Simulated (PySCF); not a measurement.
Choosing a molecule for a target property.

All species are isolated and taken at one optimised geometry, non-relativistic unless stated; the electronic structure was computed with PySCF and density fitting.

Dipoles, sizes and rotational constants follow the conformer. The torsions of the flexible species, by atom-mapped SMILES:
- `[SiH3:1][CH2:2][c:3]1[cH:4][cH:5][cH:6][o:7]1`: Si1–C2–C3–C4 98°
- `[CH3:1][C:2]#[C:3]/[CH:4]=[CH:5]/[O:6][SiH3:7]`: C4–C5–O6–Si7 0°
- `[O:1]=[CH:2][O:3][C@@H:4]1[O:5][C@@H:6]1[O:7][CH:8]([F:9])[F:10]`: O1–C2–O3–C4 -1°, C2–O3–C4–O5 -142°, O5–C6–O7–C8 -25°, C6–O7–C8–F9 -104°
- `[CH:1]#[C:2]/[CH:3]=[C:4](\[F:5])[SiH2:6][C:7]#[CH:8]`: C3–C4–Si6–C7 0°
- `[SH:1][c:2]1[cH:3][cH:4][cH:5][s:6]1`: H–S1–C2–C3 -179°

Task: Wanted: HOMO–LUMO gap above 9.7 eV (wB97X-D/def2-SVPD) and lowest triplet excitation (Tamm–Dancoff) above 5 eV (TDA wB97X-D/def2-SVPD), at GFN2-xTB geometries. Which candidate meets both?
A. `C#CC1=CC=C[Si@H]1F`
B. `O=CO[C@@H]1O[C@@H]1OC(F)F`
C. `C=C1C=CCO[SiH2]1`
D. `C(C)#C/C=C/O[SiH3]`
E. `[SiH3]Cc1ccco1`

Result: B. Computed values:
| species | HOMO–LUMO gap | lowest triplet excitation (Tamm–Dancoff) |
| --- | --- | --- |
| C#CC1=CC=C[Si@H]1F | 7.59 eV | 2.05 eV |
| C=C1C=CCO[SiH2]1 | 9.25 eV | 3.26 eV |
| C(C)#C/C=C/O[SiH3] | 9.45 eV | 3.55 eV |
| [SiH3]Cc1ccco1 | 9.91 eV | 3.99 eV |
| O=CO[C@@H]1O[C@@H]1OC(F)F | 11.69 eV | 5.44 eV |

Task: Wanted: dipole moment between 0.5 D and 1.6 D (wB97X-D/def2-SVPD) and electronic spatial extent ⟨r²⟩ about the centre of nuclear charge below 840 bohr² (wB97X-D/def2-SVPD), at GFN2-xTB geometries. Which candidate meets both?
A. `C=C1C=CCO[SiH2]1`
B. `CC#C/C=C/O[SiH3]`
C. `C#C/C=C(\F)[SiH2]C#C`
D. `C1=C([Si@@H](C=C1)F)C#C`
E. `SC1=CC=CS1`
F. `[SiH3]Cc1ccco1`

Result: E. Computed values:
```
                species  dipole moment  electronic spatial extent ⟨r²⟩ about the centre of nuclear charge
       CC#C/C=C/O[SiH3]         0.44 D                                                         1738 bohr²
         [SiH3]Cc1ccco1         0.65 D                                                         1028 bohr²
             SC1=CC=CS1         0.88 D                                                          812 bohr²
       C=C1C=CCO[SiH2]1         1.31 D                                                          869 bohr²
   C#C/C=C(\F)[SiH2]C#C         1.86 D                                                         1439 bohr²
C1=C([Si@@H](C=C1)F)C#C         2.09 D                                                         1102 bohr²
```

Task: Wanted: lowest singlet excitation above 5.4 eV (TDDFT wB97X-D/def2-SVPD) and static isotropic polarisability above 95 au (wB97X-D/def2-SVPD), at GFN2-xTB geometries. Which candidate meets both?
A. `C=C1C=CCO[SiH2]1`
B. `Sc1cccs1`
C. `C#CC1=CC=C[Si@H]1F`
D. `C(#CC)/C=C/O[SiH3]`
E. `C#C/C=C(\F)[SiH2]C#C`

Result: D. Computed values:
```csv
species,lowest singlet excitation,static isotropic polarisability
C#CC1=CC=C[Si@H]1F,3.55 eV,93.9 au
Sc1cccs1,4.70 eV,83.2 au
C#C/C=C(\F)[SiH2]C#C,5.36 eV,98.0 au
C(#CC)/C=C/O[SiH3],5.51 eV,95.5 au
C=C1C=CCO[SiH2]1,5.66 eV,88.0 au
```
